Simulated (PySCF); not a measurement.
# How methods differ on the excitation energy of Ne⁺

Ne⁺ [He] 2s2 2p5 (2P) → Ne⁺ [He] 2s1 2p5 3d1 (high-spin determinant), as a difference of total energies. All numbers are calculated (PySCF 2.14, no relativity, point nucleus, in aug-cc-pVTZ with one added diffuse shell each of s, p, d, f type (6s5p4d3f, 62 functions)). Correlated levels: valence: 1s2 frozen. The calculations carry no spin-orbit coupling.

| method | excitation energy (eV) |
| --- | --- |
| UHF | 61.104 |
| LDA | 58.471 |
| PBE | 58.259 |
| PBE0 | 59.283 |
| r2SCAN | 59.688 |
| B97-3 | 59.590 |
| BHandHLYP | 60.269 |
| TPSS | 58.921 |
| PBEsol | 58.226 |
| MP2 (valence) | 61.409 |
| SCS-MP2 (valence) | 61.330 |

**Question.** How much does correlation contribute at MP2 (valence)?

**Answer.** 61.409 − (61.104) = 0.305 eV, measured against UHF.

The upper state lies above the first ionisation limit, where it may autoionise and the basis confines it. A Rydberg-like electron needs more diffuse functions than a valence basis has.

The promoted electron is Rydberg-like, and one or two diffuse shells describe it only roughly, which tends to raise the upper state.

The determinant of the upper state mixes LS terms, which raises its energy above the lowest term, most at the Hartree-Fock and MP2 levels.
